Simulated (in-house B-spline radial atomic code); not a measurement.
## RPA and G0W0 on BHandHLYP: C5+

Configuration 1s1, highest spin, mean-field start BHandHLYP. Computed with a B-spline radial code for spherical atoms: all electrons, non-relativistic, point nucleus, each spin shell either full or empty, empty states to l = 9 with an (l + 1/2)⁻⁴ tail; G0W0 by contour deformation at full frequency.

Relativity, left out, deepens the 1s level by about Z⁴α²/8 hartree.

With one electron the exact correlation energy is zero, so what RPA and GW give is self-correlation.

Command:
```bash
python run_gw.py task.json out
```
Settings (radii: box in bohr, nucleus in fm):
```
Z                        6
electrons                1
configuration            1s1
hamiltonian              nr
method                   bhandhlyp
lmax                     9
spin_polarised           True
box_radius               10.43
intervals                43
ion_configuration        bare nucleus
```

Run time, properties included: 0.2 s on 1 thread of Arm Neoverse V2, with other jobs on the host.

Energies (hartree):

```
                                     term      value
                         mean-field total  -17.99191
Hartree-Fock functional on these orbitals  -17.99985
                      direct second order  -0.022435
                    second-order exchange   0.022435
                         SOSEX correction   0.021994
```

(1) What is the RPA correlation energy, and what remains with SOSEX?

Quasi-particle levels (eV):

```tsv
level	occupied	mean field	Σx - vxc	Σc	QP weight	G0W0
1s up	yes	-470.86	-18.94	?	?	?
1s down	no	-389.44	0.00	-2.40	0.997	-391.84
```

G0W0 = mean field + (Σx - vxc) + Σc, with Σc (partial-wave tail included) taken at the quasi-particle energy.

(2) Where does G0W0 put 1s up?

(3) What does it cost to remove one electron (to the bare nucleus) by differences of total energies, each species on its own start (correlation terms add to the Hartree-Fock functional)?

## Answers

(1) RPA gives -0.021994 hartree (-0.598 eV per electron); RPA + SOSEX gives 0, and the second-order doubles 0 hartree (no singles). SOSEX takes back 100 % of the RPA value.

(2) At -489.57 eV, with Σc = 0.23 eV and a quasi-particle weight of 0.997. The tabulated removal energy is 489.993 eV (NIST, tabulated theory).

(3) BHandHLYP 489.58 eV, Hartree-Fock functional 489.80 eV, + RPA 490.40 eV, + RPA + SOSEX 489.80 eV, + second order 489.80 eV. Tabulated: 489.993 eV (NIST, tabulated theory).
